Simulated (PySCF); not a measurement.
Geometry:
```json
{"atom": "C1", "x (Å)": "2.246", "y (Å)": "-0.089", "z (Å)": "0.576"}
{"atom": "C2", "x (Å)": "1.391", "y (Å)": "-0.291", "z (Å)": "-0.677"}
{"atom": "C3", "x (Å)": "-0.058", "y (Å)": "-0.075", "z (Å)": "-0.354"}
{"atom": "C4", "x (Å)": "-0.636", "y (Å)": "1.186", "z (Å)": "-0.441"}
{"atom": "C5", "x (Å)": "-1.968", "y (Å)": "1.340", "z (Å)": "-0.096"}
{"atom": "N6", "x (Å)": "-2.733", "y (Å)": "0.345", "z (Å)": "0.320"}
{"atom": "C7", "x (Å)": "-2.185", "y (Å)": "-0.855", "z (Å)": "0.411"}
{"atom": "C8", "x (Å)": "-0.863", "y (Å)": "-1.118", "z (Å)": "0.090"}
{"atom": "H9", "x (Å)": "3.297", "y (Å)": "-0.247", "z (Å)": "0.346"}
{"atom": "H10", "x (Å)": "2.121", "y (Å)": "0.920", "z (Å)": "0.961"}
{"atom": "H11", "x (Å)": "1.951", "y (Å)": "-0.792", "z (Å)": "1.353"}
{"atom": "H12", "x (Å)": "1.707", "y (Å)": "0.415", "z (Å)": "-1.448"}
{"atom": "H13", "x (Å)": "1.539", "y (Å)": "-1.304", "z (Å)": "-1.056"}
{"atom": "H14", "x (Å)": "-0.055", "y (Å)": "2.033", "z (Å)": "-0.777"}
{"atom": "H15", "x (Å)": "-2.452", "y (Å)": "2.306", "z (Å)": "-0.155"}
{"atom": "H16", "x (Å)": "-2.843", "y (Å)": "-1.642", "z (Å)": "0.757"}
{"atom": "H17", "x (Å)": "-0.467", "y (Å)": "-2.118", "z (Å)": "0.181"}
```

[PySCF 2.14: shieldings: GIAO PBE0/pcSseg-1; geometry from GFN2-xTB; one computed conformer; one averaged value for each set of equivalent atoms; in vacuum; relativity neglected]

Scale: $^{13}$C (186.93 ppm) against TMS (reference shieldings calculated alike).

Task: Do the $^{13}$C shifts follow the atomic charges (in e)? Tabulate both.

Result: 
| atoms | hybridisation | δ (ppm) | σ para (ppm) | Hirshfeld | IAO | Mulliken | ESP-fitted |
| --- | --- | --- | --- | --- | --- | --- | --- |
| C3 | sp2 | 159.8 | -234 | +0.02 | +0.04 | -0.21 | +0.49 |
| C5/C7 | sp2 | 156.1 | -220 | +0.01 | -0.01 | +0.17 | +0.59 |
| C4/C8 | sp2 | 127.9 | -196 | -0.06 | -0.20 | -0.13 | -0.73 |
| C2 | sp3 | 34.8 | -94 | -0.06 | -0.26 | -0.13 | +0.01 |
| C1 | sp3 | 22.1 | -82 | -0.11 | -0.41 | -0.26 | -0.08 |

Correlation coefficients of δ with charge over these carbons: Hirshfeld +0.88, IAO +0.92, Mulliken +0.49, ESP-fitted +0.34; with the paramagnetic shielding -1.00. With so few points, grouped by hybridisation, these coefficients are fragile. Charge is one influence among several: hybridisation and low-lying excitations act through the paramagnetic term.

Shifts are as computed. Against solution values, carbons near 30 ppm lie about +3 ppm off and those near 130 ppm about +5 ppm. Of 1211 compounds with measured shifts, 218 miss one by over three times the rms of a fit or turn the order of signals round; such compounds aren't used in these exercises.
